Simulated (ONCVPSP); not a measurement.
potassium, ONCV: configuration errors across variants

potassium, optimised norm-conserving Vanderbilt (ONCV), made with ONCVPSP 4.0.1 (PBEsol, scalar-relativistic). Core [Ne], reference 3s2 3p6 4s1. Waves: 3s+4s: rc 2.45 bohr, ncon 4, nbas 8, qcut 5.5 1/bohr, 2 projectors; 3p: rc 2.20 bohr, ncon 4, nbas 7, qcut 6.9 1/bohr, 2 projectors, debl 2.6 Ha; d scattering state at 0.02 Ha: rc 2.20 bohr, ncon 4, nbas 7, qcut 3.9 1/bohr, local. Local part: the d channel. Core correction: none.

All-electron excitation energies from the reference (eV): (1) 3s2 3p6 4s0 4.217; (2) 3s2 3p6 4s0.5 1.621; (3) 3s2 3p6 4s0 4p1 1.518; (4) 3s2 3p5 4s1 24.896.

A true bound ghost makes a file unfit for plane-wave use even where its test errors are small: the radial tests pick states by their node count and pass the ghost by.

Errors AE − PS in meV (a dash: test not solved or not reliable):

| change | (1) | (2) | (3) | (4) | bound ghosts | GHOST(+) flags above zero |
| --- | --- | --- | --- | --- | --- | --- |
| base | -0.4 | -0.1 | -39 | -13 | s, p | none |
| all radii scaled by about 0.77 (s 1.90, p 1.70, d 1.70 bohr) | -0.1 | 0.0 | +6.6 | +5.9 | s | p |
| all radii scaled by about 0.86 (s 2.10, p 1.88, d 1.88 bohr) | +0.1 | 0.0 | – | +12 | s | p |
| all radii scaled by about 0.93 (s 2.28, p 2.06, d 2.06 bohr) | -0.4 | -0.1 | -39 | -11 | s, p | none |
| all radii scaled by about 1.08 (s 2.66, p 2.38, d 2.38 bohr) | -0.5 | -0.1 | -51 | -20 | s, p | none |
| all radii scaled by about 1.24 (s 3.04, p 2.72, d 2.72 bohr) | -0.5 | -0.2 | -35 | -16 | none | s |
| all radii scaled by about 1.32 (s 3.24, p 2.90, d 2.90 bohr) | -0.9 | -0.3 | -53 | +8.7 | none | s |

(1) Give the same row for: all radii scaled by about 1.16 (s 2.84, p 2.56, d 2.56 bohr).

Results:

(1) +1.3, 0.0, –, +45; bound ghosts: s; GHOST(+) flags above zero: p.
